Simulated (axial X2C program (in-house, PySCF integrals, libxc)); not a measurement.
# Density and ELF of SnO

All values were computed with an in-house relativistic program for diatomic molecules. Two-component (2c) means X2C with spin–orbit coupling and atomic mean-field two-electron Coulomb and Gaunt terms. Basis: Sn dyall-cv3z [11s12p9d4f1g], O dyall-av3z [7s6p3d2f] (cores contracted in-house); Gaussian nuclei, density fitting, unrestricted open shells. Masses: Sn 119.902 u, O 15.995 u.

PBE0, with spin–orbit coupling, state Ω = 0 (closed shell); Sn at z = 0, O at z = 1.823 Å.

The maps cover the half plane through the axis: z from -2.4 to 4.2 Å along the bond, ρ from 0.15 to 2.25 Å away from it (steps of 0.3 Å, the bottom row nearest the axis).

log10 of the density in e/bohr³:

digits 0 to 9 span -5.26 to 1.82 evenly
```
11222233333222222211000
12233333333333332221100
22333444444443333322110
23334444444444444332211
23344555555555554433211
33445556665556665443221
33445567776666766543321
33445678987667876544321
```

Electron localisation function (collinear form, no current term, damped to 0 at low density):

digits 0 to 9 span 0.00 to 1.00 evenly
```
00001222110000000000000
00135554321111100000000
01577765432222211000000
15788764332333332110000
37888642222345665320000
58987423431267787631000
68986337773278888752000
79986353745176458853100
```

The state is a single determinant with fixed occupations, the lowest that a limited PBE0 search found.
